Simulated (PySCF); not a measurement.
## Dipole moment and polarisability of `CC(=O)Oc1ccco1`

Species: C₆H₆O₃.
SMILES with atom numbers: `[CH3:1][C:2](=[O:3])[O:4][c:5]1[cH:6][cH:7][cH:8][o:9]1` (hydrogens: H10, H11, H12 on C1; H13 on C6; H14 on C7; H15 on C8)

Geometry (PBE0-D3(BJ)/def2-SVP, Å), atoms numbered from 1 in this order:
```xyz
15
C6H6O3 angstrom
C     -2.9941   -0.2512   -0.6667
C     -1.7137   -0.3111    0.1060
O     -1.5854   -0.6359    1.2506
O     -0.6784    0.0818   -0.6833
C      0.5840    0.1288   -0.2128
C      1.2057   -0.1296    0.9742
C      2.5903    0.1444    0.7213
C      2.6797    0.5393   -0.5768
O      1.4498    0.5300   -1.1498
H     -3.7907   -0.7286   -0.0860
H     -3.2572    0.8007   -0.8559
H     -2.8777   -0.7408   -1.6432
H      0.7312   -0.4687    1.8874
H      3.4122    0.0553    1.4284
H      3.5007    0.8457   -1.2181
```

Level: CAM-B3LYP/def2-SVPD (PySCF), static field, nuclei fixed, core orbitals frozen in the response. The polarisability tensor in these axes (au):

```
x   105.98   7.26   1.33
y     7.26  55.10  -7.25
z     1.33  -7.25  76.59
```

Q: What are the eigenvalues, a third of the trace, and Δα (Δα² = ½Σ(αi − αj)² over the three pairs)?

A: Principal values 51.89, 78.78 and 107.00 au; mean 79.22 au = 11.74 Å³ = 13.06 × 10⁻⁴⁰ C²·m²/J; Δα = 47.73 au (60 % of the mean).

Q: What is the dipole moment, and where does it point?

A: (-0.37, 0.33, -1.14) D, 1.25 D in size, pointing from the negative to the positive side. Measured along this direction, the outermost atoms are H14 at the negative end and H12 at the positive end.

Q: Form Σ f/ω² (atomic units) for the 10 lowest TDDFT singlets, given as eV and f, and set it beside the mean polarisability, which is this sum over all singlets: 5.58, 0.3054; 5.82, 0.0013; 6.26, 0.0004; 6.52, 0.0351; 6.82, 0.0226; 7.11, 0.0042; 7.34, 0.0075; 7.63, 0.0003; 7.82, 0.0775; 7.87, 0.0075.

A: They add up to 9.48 au, 12.0 % of the 79.22 au; the largest single term is 7.28 au, from the state at 5.58 eV. Terms in order: 7.28, 0.03, 0.01, 0.61, 0.36, 0.06, 0.10, 0.00, 0.94, 0.09 au. Higher excitations give the rest. The strengths listed sum to 0.462.

Q: Molar refractivity from α?

A: Lorentz–Lorenz: R = (4π/3)N_A α = 2.5225 cm³/(mol·Å³) × 11.74 Å³ = 29.6 cm³/mol, in the limit of long wavelengths.

Q: How large is μ²/3kT at 273 K beside α?

A: In Gaussian units μ²/3kT = 13.71 Å³ against 11.74 Å³, a ratio of 1.17; the Debye molar polarisation (4π/3)N_A(α + μ²/3kT) is 64.2 cm³/mol, leaving out the vibrational part.

Q: What would n − 1 = 2πNα be for an ideal gas of these molecules at 273.15 K and 1 atm, electronic part alone?

A: N = p/kT = 2.6868 × 10¹⁹ cm⁻³, so n − 1 = 2π × N × 11.74 × 10⁻²⁴ cm³ = 1982 × 10⁻⁶ at long wavelengths, for an ideal gas.

Q: What depolarisation ratio follows for Rayleigh scattering of linearly polarised light, taking the static tensor?

A: ρ = 3Δα²/(45ᾱ² + 4Δα²) = 6833.8/(282428 + 9111.8) = 0.0234.

Isolated species at its PBE0-D3(BJ)/def2-SVP geometry (one conformer only).

These values come from a run that also computed excited states and ΔSCF ions. On an x86-64 server with one thread (shared host), this took 76 s.
